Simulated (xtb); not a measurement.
xtb input (GFN2-xTB):

```bash
xtb mol.xyz --gfn 2 --sp --chrg 0 --uhf 0
```
mol.xyz:
```
19

C      2.26825180     0.00920836     0.68037761
C      1.11709528    -0.00001782     0.01539811
C      0.39616370    -1.26897924    -0.35207038
C     -1.04514369    -1.26034512     0.17995232
C     -1.79411453    -0.00338328    -0.26429894
C     -1.04460758     1.26540209     0.14398108
C      0.39670013     1.25827010    -0.38806301
H      2.76030041     0.93658544     0.94831396
H      2.75990838    -0.91037111     0.97461799
H      0.94057153    -2.13864466     0.01963892
H      0.36089062    -1.35318767    -1.44565282
H     -1.01904170    -1.29837675     1.27369339
H     -1.57111742    -2.15689325    -0.15687746
H     -1.90894295    -0.01888155    -1.35423284
H     -2.80288934     0.00281320     0.15575705
H     -1.01848284     1.33455463     1.23619566
H     -1.57020277     2.15221757    -0.21824704
H      0.36145619     1.31131645    -1.48360021
H      0.94147928     2.13793714    -0.04126739
```

End of the output:

```
         :::::::::::::::::::::::::::::::::::::::::::::::::::::
         ::                     SUMMARY                     ::
         :::::::::::::::::::::::::::::::::::::::::::::::::::::
         :: total energy             -21.098100187798 Eh    ::
         :: gradient norm              0.016314838882 Eh/a0 ::
         :: HOMO-LUMO gap              5.181006687166 eV    ::
         ::.................................................::
         :: SCC energy               -21.430531068230 Eh    ::
         :: -> isotropic ES            0.003267819676 Eh    ::
         :: -> anisotropic ES          0.005507077928 Eh    ::
         :: -> anisotropic XC          0.013507959854 Eh    ::
         :: -> dispersion             -0.013019170307 Eh    ::
         :: repulsion energy           0.332430880432 Eh    ::
         :: add. restraining           0.000000000000 Eh    ::
         :: total charge               0.000000000000 e     ::
         :::::::::::::::::::::::::::::::::::::::::::::::::::::

           -------------------------------------------------
          |                Property Printout                |
           -------------------------------------------------

    * Orbital Energies and Occupations

         #    Occupation            Energy/Eh            Energy/eV
      -------------------------------------------------------------
         1        2.0000           -0.6316126             -17.1871
       ...           ...                  ...                  ...
         8        2.0000           -0.5108817             -13.9018
         9        2.0000           -0.5015554             -13.6480
        10        2.0000           -0.4931269             -13.4187
        11        2.0000           -0.4840130             -13.1707
        12        2.0000           -0.4836684             -13.1613
        13        2.0000           -0.4643401             -12.6353
        14        2.0000           -0.4578205             -12.4579
        15        2.0000           -0.4459207             -12.1341
        16        2.0000           -0.4308586             -11.7243
        17        2.0000           -0.4291056             -11.6766
        18        2.0000           -0.4166817             -11.3385
        19        2.0000           -0.4093921             -11.1401
        20        2.0000           -0.3829835             -10.4215 (HOMO)
        21                         -0.1925850              -5.2405 (LUMO)
        22                          0.0907432               2.4692
        23                          0.0925846               2.5194
        24                          0.0967292               2.6321
        25                          0.0992949               2.7020
        26                          0.1090649               2.9678
        27                          0.1350943               3.6761
        28                          0.1458830               3.9697
        29                          0.1742137               4.7406
        30                          0.1822569               4.9595
        31                          0.1981206               5.3911
       ...                                ...                  ...
        40                          0.6261194              17.0376
      -------------------------------------------------------------
                  HL-Gap            0.1903985 Eh            5.1810 eV
             Fermi-level           -0.2877843 Eh           -7.8310 eV

     #   Z          covCN         q      C6AA      α(0)
     1   6 C        2.840    -0.109    30.745     9.087
     2   6 C        2.941     0.017    27.628     8.621
     3   6 C        3.808    -0.060    21.649     6.623
     4   6 C        3.803    -0.050    21.476     6.598
     5   6 C        3.802    -0.053    21.522     6.605
     6   6 C        3.803    -0.050    21.476     6.598
     7   6 C        3.808    -0.060    21.649     6.623
     8   1 H        0.925     0.028     2.615     2.529
     9   1 H        0.925     0.028     2.615     2.529
    10   1 H        0.924     0.033     2.546     2.495
    11   1 H        0.924     0.037     2.490     2.468
    12   1 H        0.924     0.030     2.584     2.514
    13   1 H        0.924     0.027     2.631     2.537
    14   1 H        0.924     0.030     2.590     2.517
    15   1 H        0.924     0.026     2.642     2.542
    16   1 H        0.924     0.030     2.584     2.514
    17   1 H        0.924     0.027     2.631     2.537
    18   1 H        0.924     0.037     2.490     2.468
    19   1 H        0.924     0.033     2.546     2.495

 Mol. C6AA /au·bohr⁶  :       2830.908600
 Mol. C8AA /au·bohr⁸  :      62277.595889
 Mol. α(0) /au        :         80.898645

Wiberg/Mayer (AO) data.
largest (>0.10) Wiberg bond orders for each atom

 ---------------------------------------------------------------------------
     #   Z sym  total        # sym  WBO       # sym  WBO       # sym  WBO
 ---------------------------------------------------------------------------
     1   6 C    3.988 --     2 C    1.929     8 H    0.976     9 H    0.976
     2   6 C    3.987 --     1 C    1.929     3 C    1.013     7 C    1.013
     3   6 C    3.998 --     2 C    1.013     4 C    0.994    10 H    0.976
                            11 H    0.963
     4   6 C    3.998 --     5 C    1.010     3 C    0.994    12 H    0.979
                            13 H    0.977
     5   6 C    3.998 --     6 C    1.010     4 C    1.010    14 H    0.978
                            15 H    0.977
     6   6 C    3.998 --     5 C    1.010     7 C    0.994    16 H    0.979
                            17 H    0.977
     7   6 C    3.998 --     2 C    1.013     6 C    0.994    19 H    0.976
                            18 H    0.963
     8   1 H    0.999 --     1 C    0.976
     9   1 H    0.999 --     1 C    0.976
    10   1 H    0.999 --     3 C    0.976
    11   1 H    0.999 --     3 C    0.963
    12   1 H    0.999 --     4 C    0.979
    13   1 H    0.999 --     4 C    0.977
    14   1 H    0.999 --     5 C    0.978
    15   1 H    0.999 --     5 C    0.977
    16   1 H    0.999 --     6 C    0.979
    17   1 H    0.999 --     6 C    0.977
    18   1 H    0.999 --     7 C    0.963
    19   1 H    0.999 --     7 C    0.976
 ---------------------------------------------------------------------------

Topologies differ in total number of bonds
Writing topology from bond orders to xtbtopo.mol
Note: The following floating-point exceptions are signalling: IEEE_UNDERFLOW_FLAG IEEE_DENORMAL
normal termination of xtb

molecular dipole:
                 x           y           z       tot (Debye)
 q only:       -0.205      -0.002      -0.109
   full:       -0.232      -0.002      -0.124       0.669
molecular quadrupole (traceless):
                xx          xy          yy          xz          yz          zz
 q only:       -0.787      -0.003       0.907      -0.243      -0.015      -0.120
  q+dip:       -1.331       0.015       1.097       1.048      -0.013       0.234
   full:       -1.225       0.004       1.027       0.230      -0.012       0.197

           -------------------------------------------------
          | TOTAL ENERGY              -21.098100187798 Eh   |
          | GRADIENT NORM               0.016314838882 Eh/α |
          | HOMO-LUMO GAP               5.181006687166 eV   |
           -------------------------------------------------

------------------------------------------------------------------------
------------------------------------------------------------------------
 total:
 SCF:
```
